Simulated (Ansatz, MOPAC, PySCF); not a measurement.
Species: SnS, charge 0, multiplicity 1. SMILES: [S]=[Sn]
Geometry: optimised at B3LYP-D3(BJ)/def2-TZVP (Ansatz, an electronic-structure program).

Wanted: vertical ionisation energy to the doublet, in eV. Set-up: open shells spin-unrestricted; each state is the SCF solution reached for its charge and spin; def2 sets with scalar-relativistic core potentials past Kr; no spin-orbit coupling; STO-3G and 3-21G all-electron and non-relativistic. Ab initio and DFT rows: single points at B3LYP-D3(BJ) geometries (Ansatz). Semi-empirical rows: differences of heats of formation at the shared geometry for vertical values.

```tsv
species	coefficient	E at B3LYP/STO-3G (Ansatz), Eh	E at M06-2X/def2-TZVPD (PySCF), Eh	heat of formation at PM6 (MOPAC), kcal/mol
charge 1, doublet	+1	-6358.85803	-612.12287	241.15
charge 0, singlet	-1	-6359.09138	-612.46134	34.07
```

 1 Eh = 27.2114 eV and 1 eV = 23.0605 kcal/mol.

Q: Work the quantity out at each level.

A: 
- B3LYP/STO-3G: the sum of coefficient times E is 0.23335 Eh, or 6.350 eV. Result: 6.35 eV.
- M06-2X/def2-TZVPD: the sum of coefficient times E is 0.33847 Eh, or 9.210 eV. Result: 9.21 eV.
- PM6: the sum of coefficient times heat of formation is 207.08 kcal/mol, or 8.98 eV.
